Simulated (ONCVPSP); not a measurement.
# Scattering properties, ONCV potential for Cr

chromium (Cr), optimised norm-conserving Vanderbilt (ONCV), made with ONCVPSP 4.0.1 (LDA (Perdew-Zunger), non-relativistic). Core [Ne], reference 3s2 3p6 3d5 4s0.75 4p0.25. Waves: 3s+4s: rc 1.25 bohr, ncon 4, nbas 9, qcut 9.8 1/bohr, 2 projectors; 3p+4p: rc 1.90 bohr, ncon 3, nbas 7, qcut 5.9 1/bohr, 2 projectors; 3d: rc 1.90 bohr, ncon 4, nbas 8, qcut 8.4 1/bohr, 1 projector. Local part: polynomial inside 1.20 bohr (lpopt 5, dvloc0 1 Ha). Core correction: polynomial model core, fcfact 0.45.

The phase is arctan(r·R′/R) of the radial function R(r), unwrapped; energies in Ha, scanned from -4 to 5 Ha. A pole is an energy at which the radial function vanishes at the test radius. The pseudo phase is shifted by a multiple of π to meet the all-electron one at the reference energy, and phase errors are pseudo minus all-electron; the curves can meet again beyond the range given. Levels narrower than the energy grid can be missing from the lists of poles.

```json
{"channel": "s", "radius (bohr)": "1.27", "reference energy (Ha)": "-0.16", "poles, all-electron": "-1.28", "poles, pseudo": "-1.28", "unbroken range about the reference energy with phases within 0.05 rad": "the whole range", "phase error 1 Ha above the reference energy (rad)": "-0.000"}
{"channel": "p", "radius (bohr)": "1.93", "reference energy (Ha)": "-0.05", "poles, all-electron": "-1.52, 3.88", "poles, pseudo": "-1.52, 3.71", "unbroken range about the reference energy with phases within 0.05 rad": "the whole range", "phase error 1 Ha above the reference energy (rad)": "-0.005"}
{"channel": "d", "radius (bohr)": "1.93", "reference energy (Ha)": "-0.13", "poles, all-electron": "0.22, 4.56", "poles, pseudo": "0.23", "unbroken range about the reference energy with phases within 0.05 rad": "below 0.8", "phase error 1 Ha above the reference energy (rad)": "+0.062"}
```

Phases in the s channel:

```
E (Ha)  all-electron  pseudo
 -3.98         0.093   0.093
 -3.74        -0.253  -0.254
 -3.50        -0.590  -0.590
 -3.26        -0.860  -0.860
 -3.02        -1.055  -1.055
 -2.78        -1.195  -1.195
 -2.54        -1.297  -1.297
 -2.30        -1.375  -1.375
 -2.06        -1.436  -1.436
 -1.82        -1.485  -1.485
 -1.58        -1.527  -1.527
 -1.34        -1.562  -1.562
 -1.10        -1.594  -1.594
 -0.86        -1.623  -1.623
 -0.62        -1.649  -1.649
 -0.38        -1.674  -1.674
 -0.14        -1.698  -1.698
  0.10        -1.722  -1.722
  0.34        -1.746  -1.746
  0.58        -1.770  -1.770
  0.82        -1.796  -1.796
  1.06        -1.822  -1.822
  1.30        -1.851  -1.851
  1.54        -1.883  -1.883
  1.78        -1.918  -1.918
  2.02        -1.958  -1.958
  2.26        -2.004  -2.005
  2.50        -2.058  -2.059
  2.74        -2.122  -2.124
  2.98        -2.201  -2.204
  3.22        -2.298  -2.303
  3.46        -2.419  -2.427
  3.70        -2.572  -2.583
  3.94        -2.759  -2.776
  4.18        -2.980  -3.002
  4.42        -3.218  -3.245
  4.66        -3.451  -3.480
  4.90        -3.656  -3.685
```
